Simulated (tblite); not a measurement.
A tight-binding relaxation on `CC1(/C=N/[SiH2]Br)CC1`.

Computed with GFN2-xTB geometry optimisation, gas phase (tblite 0.8.0). Start geometry: from a force field or distance geometry. The input is one job of a driver script: a line of settings, then coordinates in Å.

Command:
```bash
OMP_NUM_THREADS=1 python probes_run.py task.json out
```

Input:
```
{"job": {"kind": "relax", "xc": "GFN2-xTB", "basis": "xTB"}, "charge": 0, "multiplicity": 1}
C     -1.291700     0.478700     1.481000
C     -0.835800     0.123100     0.056500
C      0.643600     0.040200    -0.165700
N      1.331900    -0.861400     0.387800
Si     3.100500    -0.956000     0.115900
Br     3.805200     0.944100    -0.892600
C     -1.549400     0.881400    -1.059000
C     -1.801500    -0.605400    -0.785300
H     -2.380800     0.623800     1.495100
H     -1.039700    -0.364100     2.163800
H     -0.714500     1.362000     1.810200
H      1.118200     0.757900    -0.818700
H      3.484100    -2.123900    -0.655700
H      3.710000    -0.928300     1.467900
H     -2.278900     1.623500    -0.670500
H     -0.965400     1.096500    -1.962200
H     -1.489000    -1.316800    -1.568700
H     -2.855600    -0.768800    -0.411500
```

Output:
```
step      E/eV     max force
  0    -668.11182    2.123
  1    -668.35090    0.936
  2    -668.45113    0.578
  3    -668.48351    0.561
  4    -668.51192    0.478
  5    -668.53048    0.361
  6    -668.54642    0.325
  7    -668.55462    0.250
  8    -668.56130    0.196
  9    -668.56742    0.192
... (106 lines left out)
116    -668.86648    0.017
117    -668.86655    0.019
118    -668.86660    0.017
119    -668.86664    0.016
120    -668.86667    0.014
121    -668.86671    0.014
122    -668.86676    0.020
123    -668.86679    0.014
124    -668.86681    0.010
125    -668.86682    0.005
```

«max force» is the largest atomic force in eV/Å.

Summary of the converged run: energy lowered by 17.4 kcal/mol over 125 steps; largest atomic force 0.005 eV/Å at the end.

Q: Give the final coordinates.

A: 0.784 Å rms from the input after alignment:
```
atom  x, y, z in Å
C1    -1.2158   -0.0015    1.4487
C2    -0.8408    0.1494   -0.0062
C3     0.5693   -0.0519   -0.3208
N4     1.4245   -0.3362    0.5608
Si5    3.1026   -0.6163    0.4561
Br6    3.8215   -0.4254   -1.6544
C7    -1.5766    1.1684   -0.8558
C8    -1.8319   -0.2791   -1.0719
H9    -2.2793    0.1692    1.5931
H10   -0.9675   -1.0024    1.7956
H11   -0.6575    0.7110    2.0525
H12    0.8339    0.0618   -1.3830
H13    3.3671   -1.9911    0.8320
H14    3.7926    0.4234    1.1941
H15   -2.3282    1.7615   -0.3582
H16   -1.0138    1.7096   -1.6014
H17   -1.4466   -0.7427   -1.9674
H18   -2.7624   -0.7014   -0.7254
```

On one thread of an Arm Neoverse V2, on a shared host, this took 1.1 s of wall time.
Labels such as C1 count atoms from 1, the log's own numbers from 0.
